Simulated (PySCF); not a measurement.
Al(H)(Cl)(NMe2) (C2H7AlClN), SMILES C[N](C)[AlH][Cl]. Atoms are numbered in the order given.

```xyz
12

Al     0.8594    -0.3806     0.0000
H      2.4438    -0.3755     0.0000
Cl    -0.2549    -2.1873     0.0000
N     -0.0632     1.1534     0.0000
C     -1.5120     1.2503     0.0000
C      0.6022     2.4443     0.0000
H     -1.8885     1.7985    -0.8967
H     -1.8885     1.7985     0.8967
H     -1.9716     0.2419     0.0000
H      0.3309     3.0519     0.8968
H      0.3309     3.0519    -0.8968
H      1.7056     2.3230     0.0000
```

Coordinates come from a PBE-D3(BJ)/def2-SVP optimisation. The structure was generated by enumeration; whether it is a known compound was not checked. One conformer was computed; it need not be the lowest.

The numbers are results of PBE-D3(BJ)/def2-SVP in PySCF, not measurements.

Frequencies are harmonic and unscaled.

```tsv
mode	ν (cm⁻¹)	IR (km/mol)	moving atoms (share of kinetic energy)
1	89	0.3	C 30 %, Al 28 %, H 24 %, Cl 16 %
2	119	3.0	Cl 34 %, C 31 %, H 16 %, Al 15 %
3	205	4.0	H 67 %, N 26 %
4	250	0.3	H 97 %
5	251	4.3	C 37 %, Cl 20 %, N 19 %, H 18 %
6	293	3.7	H 58 %, N 36 %
7	352	3.5	C 38 %, H 34 %, Al 24 %
8	433	79.9	H 81 %, Al 15 %
9	503	35.7	Al 43 %, Cl 38 %, H 10 %
10	608	55.5	H 74 %, C 14 %
11	682	157.2	Al 43 %, H 31 %, C 20 %
12	997	104.4	H 39 %, C 37 %, N 21 %
13	1052	2.9	H 74 %, C 25 %
14	1072	0.0	H 80 %, C 20 %
15	1125	0.2	H 68 %, C 20 %, N 12 %
16	1198	76.0	N 59 %, C 33 %, H 9 %
17	1264	27.5	N 40 %, H 36 %, C 22 %
18	1379	1.5	H 87 %, C 12 %
19	1398	1.7	H 97 %
20	1404	14.7	H 83 %, C 17 %
21	1409	9.0	H 97 %
22	1426	21.1	H 97 %
23	1451	0.7	H 94 %
24	1934	119.6	H 96 %
25	2896	63.2	H 97 %
26	2902	142.4	H 97 %
27	2947	84.3	H 91 %, C 9 %
28	2957	1.6	H 90 %, C 10 %
29	3033	16.4	H 91 %, C 9 %
30	3054	8.6	H 91 %, C 9 %
```
